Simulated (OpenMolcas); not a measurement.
A calculation on B.

| Quantity | Value |
| --- | --- |
| Program | OpenMolcas 26.06 |
| Method | SS-RASPT2, IPEA 0.25 Eh, imaginary shift 0.1 Eh (closed shells correlated: 1s) |
| Basis | ANO-RCC-VTZP [4s3p2d1f] |
| Scalar Hamiltonian | DKH2, point nucleus |
| Active space | 3 electrons in 9 orbitals (RAS2 2s 2p; RAS3 3d, at most 2 electrons) |
| State averaging | 2S+1 = 4 odd, 1 root (0 in the spin-orbit step); 2S+1 = 2 odd, 3 roots; 2S+1 = 4 even, 3 roots; 2S+1 = 2 even, 5 roots |
| Spin-orbit coupling | RASSI with atomic mean-field integrals over the reference wave functions, term energies averaged over their components |

(1) Which level of the active space comes out lowest?

(2) How high does 2s 2p² ⁴P_1/2 lie?

(3) How high does 2s 2p² ²D_5/2 lie?

(4) How high does 2s 2p² ⁴P_5/2 lie?

Measured values: NIST Handbook of Basic Atomic Spectroscopic Data.

## Answers

(1) 2s² 2p ²P°_1/2, with 100 % of that term; it is also the measured ground level.

(2) 28130 cm⁻¹ above the lowest level; measured 28870 cm⁻¹ above the ground level, so the calculation is off by -3 %.

(3) 49080 cm⁻¹ above the lowest level; measured 47857 cm⁻¹ above the ground level, so the calculation is off by +3 %.

(4) 28150 cm⁻¹ above the lowest level; measured 28881 cm⁻¹ above the ground level, so the calculation is off by -3 %.

Term energies are means over components that CASPT2 splits; among the terms shown or strongly mixed into the levels shown the widest spread is 12 cm-1 (2s 2p² ²D). Active for correlation alone: 3d; no level in the range computed is led by a configuration that fills it, so any true level of that kind is missing. Measured partners are found by configuration, term and J. A level has none where our copy of the source lacks it or the pairing is in doubt (some pairs that miss far off the trend of their configuration count as doubtful), and it then counts in no deviation. Only configurations of the active space appear.

° marks odd parity.
